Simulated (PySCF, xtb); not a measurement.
TiOCl2, SMILES [Cl][Ti]([Cl])=[O], multiplicity 1.

GFN2-xTB in xtb at its own geometry gives an orbital gap of 2.61 eV and a dipole moment of 5.83 D.

Geometry: TPSSh-D3(BJ)/def2-SVP. The multiplicity is an assumed one; other spin states were not compared.

Question: What does r2SCAN/def2-TZVPD in PySCF give? (The exact figures need the calculation; the answer reports its results.)

Answer: gap 3.45 eV (levels -8.27 and -4.82 eV), dipole 1.31 D.
